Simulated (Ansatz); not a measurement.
Basis-set extrapolation for CH5BO3 (`BOC(O)O`) (PBE0-D4/def2-TZVP geometry, frozen core, Ansatz 0.2.0). Multiplicity 1, RHF reference.

|  | def2-TZVPP | def2-QZVPP |
| --- | --- | --- |
| HF | -290.214861 | -290.228605 |
| MP2 correlation | -0.981465 | -1.057218 |
| CCSD(T) correlation | -1.042584 | not run |

Energies in hartree. Use E(X) = E(∞) + A·exp(−7.88·√X) for Hartree–Fock and E(X) = E(∞) + B·X^(−2.97) for correlation, with X = 3 and 4, and add CCSD(T) minus MP2 of the smaller set to the MP2 limit.

Q: What is the CCSD(T) energy at the basis-set limit?

A: HF limit: -290.228605 + (-0.013744) × 0.13774 = -290.23050. MP2 limit: -1.057218 + (-0.075753) × 0.74074 = -1.11333. Higher-order term: -1.042584 − (-0.981465) = -0.06112. Total: -291.40495 hartree, 387.3 kJ/mol below CCSD(T)/def2-TZVPP.
